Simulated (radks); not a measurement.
Values are calculated unless marked as measured or tabulated.
The tin ion Sn+, configuration [Kr] 4d10 5s2 5p(up 1, down 0) (the NIST ground configuration).

Code: a radial shooting solver on a logarithmic mesh with Libxc functionals. Model: scalar-relativistic Kohn-Sham, PBE, spin-polarised, spherical densities, point nucleus.

Energy parts (hartree):
part                        energy
total                  -6176.95721
kinetic                 6449.35617
electron-nucleus      -14923.00319
Hartree                 2461.25914
exchange-correlation    -164.56932

Orbitals (lengths in bohr, moments of r in powers of bohr; <r^-3> diverges for s and p1/2):
1s up: occ. 1; eigenvalue (hartree) -1066.550; <r^4> 3.405e-06; <1/r> 53.09
1s down: occ. 1; eigenvalue (hartree) -1066.549; <r^4> 3.405e-06; <1/r> 53.09
2s up: occ. 1; eigenvalue (hartree) -161.2593; <r^4> 0.0005924; <1/r> 12.11
2s down: occ. 1; eigenvalue (hartree) -161.2591; <r^4> 0.0005924; <1/r> 12.11
2p up: occ. 3; eigenvalue (hartree) -144.7902; <r^4> 0.0004262; <1/r> 11.65; <r^-3> 4696
2p down: occ. 3; eigenvalue (hartree) -144.7897; <r^4> 0.0004262; <1/r> 11.65; <r^-3> 4696
3s up: occ. 1; eigenvalue (hartree) -31.35549; <r^4> 0.02645; <1/r> 4.302
3s down: occ. 1; eigenvalue (hartree) -31.35492; <r^4> 0.02645; <1/r> 4.302
3p up: occ. 3; eigenvalue (hartree) -25.97400; <r^4> 0.02800; <1/r> 4.095; <r^-3> 869.5
3p down: occ. 3; eigenvalue (hartree) -25.97335; <r^4> 0.02800; <1/r> 4.095; <r^-3> 869.5
3d up: occ. 5; eigenvalue (hartree) -17.69112; <r^4> 0.02549; <1/r> 3.865; <r^-3> 119.6
3d down: occ. 5; eigenvalue (hartree) -17.69054; <r^4> 0.02549; <1/r> 3.865; <r^-3> 119.6
4s up: occ. 1; eigenvalue (hartree) -5.21492; <r^4> 0.8571; <1/r> 1.695
4s down: occ. 1; eigenvalue (hartree) -5.21357; <r^4> 0.8562; <1/r> 1.695
4p up: occ. 3; eigenvalue (hartree) -3.58959; <r^4> 1.252; <1/r> 1.538; <r^-3> 156.4
4p down: occ. 3; eigenvalue (hartree) -3.58806; <r^4> 1.247; <1/r> 1.538; <r^-3> 156.5
4d up: occ. 5; eigenvalue (hartree) -1.24318; <r^4> 3.824; <1/r> 1.217; <r^-3> 14.55
4d down: occ. 5; eigenvalue (hartree) -1.23902; <r^4> 3.721; <1/r> 1.220; <r^-3> 14.62
5s up: occ. 1; eigenvalue (hartree) -0.66700; <r^4> 56.61; <1/r> 0.5561
5s down: occ. 1; eigenvalue (hartree) -0.63915; <r^4> 56.13; <1/r> 0.5603
5p up: occ. 1; eigenvalue (hartree) -0.39023; <r^4> 147.5; <1/r> 0.4382; <r^-3> 11.76
5p down: occ. 0; eigenvalue (hartree) -0.36000; <r^4> 151.6; <1/r> 0.4379; <r^-3> 11.84

The highest occupied level is 5p up at -10.619 eV. Spin moment in Bohr magnetons: 1. The density falls to 0.001 e/bohr^3 at r = 4.21 bohr. Summed over all electrons, <r^2> = 45.15 bohr^2, which gives a Langevin (diamagnetic) susceptibility term of -35.8 x 10^-6 cm^3/mol.
